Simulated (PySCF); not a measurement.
# Continuum solvent and chemical shifts

Numbering as in the mapped SMILES `[CH2:1]=[CH:2][S:3](=[O:4])(=[O:5])[CH2:6][CH3:7]`; H(Xn) means a hydrogen on atom n. Ha(C1) is cis to S3; Hb(C1) is trans to S3.

GIAO PBE0/pcSseg-1 in PySCF on one PBE0-D3(BJ)/def2-SVP conformer, non-relativistic, equivalent nuclei averaged. Solvents enter as an IEF-PCM continuum (chloroform with ε = 4.7, acetone with ε = 20.5) around the gas-phase geometry. Shifts are referred to TMS, CS2 computed in the same medium.

In chloroform, δ in ppm: C2 145.2, C1 141.4, C6 57.0, C7 10.0, S3 303.1, H(C2) 6.91, Ha(C1) 6.87, Hb(C1) 6.70, H(C6) 2.85, H(C7) 1.34. Dipole moment 5.56 D.

(1) How does each δ change in the more polar medium?

(2) Which nuclei move most (in ppm), and what does the model miss?

## Answers

(1) 
```csv
atoms,environment,"Δδ, acetone"
C2,alkene CH,+0.1
C1,terminal =CH2 carbon,+0.8
C6,sp3 CH2 bonded to S,+0.5
C7,methyl carbon,+0.1
S3,sulfone sulfur,+1.8
H(C2),hydrogen on an alkene CH,+0.08
Ha(C1),hydrogen on a terminal =CH2 carbon,-0.01
Hb(C1),hydrogen on a terminal =CH2 carbon,+0.10
H(C6),hydrogen on an sp3 CH2 bonded to S,+0.08
H(C7),hydrogen on a methyl carbon,+0.02
```

Changes are relative to chloroform. The dipole moment becomes 5.89 D in acetone.

(2) S3 (sulfone sulfur, +1.8 ppm) in acetone. A continuum only polarises the solute; specific hydrogen bonds, the anisotropy of aromatic solvents and changes of geometry or conformer are outside it.
